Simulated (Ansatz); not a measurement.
C₂H₆OZn, singlet, geometry from GFN2-xTB (such geometries of metal compounds can be far from the true shape); B3LYP/6-31G* (Ansatz, a program for electronic structure).

Here is a job for Ansatz.
Ansatz 0.2 input:
```yaml
crystal:
  periodic: [false, false, false]
  atoms:
    - {symbol: Zn, position_ang: [0.51336456, 0.04268395, 0.35947764]}
    - {symbol: C, position_ang: [-0.18985124, -1.05497978, -1.17737509]}
    - {symbol: C, position_ang: [-1.57289452, -0.53229609, -1.54371968]}
    - {symbol: H, position_ang: [-0.25714403, -2.10520493, -0.90394124]}
    - {symbol: H, position_ang: [0.46664509, -0.98835194, -2.04136197]}
    - {symbol: H, position_ang: [-1.53274000, 0.50864029, -1.85911762]}
    - {symbol: H, position_ang: [-2.26093044, -0.60806788, -0.70373102]}
    - {symbol: H, position_ang: [-1.98257239, -1.11857733, -2.36859514]}
    - {symbol: O, position_ang: [0.03734617, 1.34267470, 1.41084832]}
    - {symbol: H, position_ang: [0.44351018, 1.81330083, 2.13219997]}
basis:
  gaussian:
    orbitals: 6-31G*
    nuclear_model: gaussian
hamiltonian:
  xc: b3lyp
```

It wrote (shortened):

```
Functional definition: B3LYP
931 factors; integrals over basis functions are off by at most 6.2e-4 eV
mean field evaluation 1: about -52617.4666 eV, gradient 8.4e1 eV
mean field evaluation 2: about -52558.0206 eV, gradient 1.8e2 eV
mean field evaluation 4: about -52630.6805 eV, gradient 1.3e1 eV
mean field evaluation 8: about -52631.2089 eV, gradient 1.6e0 eV
mean field evaluation 16: about -52631.2138 eV, gradient 1.9e-4 eV
mean field -52631.21380401 eV, -1934.1614325794 hartree, gradient 2.7e-5 eV, S^2 0.000000; 0 other end points of the search recorded, 0 dependent functions left out
reference -52631.21404829 eV, -1934.1614415563 hartree; 28, 28 occupied and 65, 65 virtual orbitals, 931 factors
Total energy: -52631.21404829 eV, -1934.1614415563 hartree
```
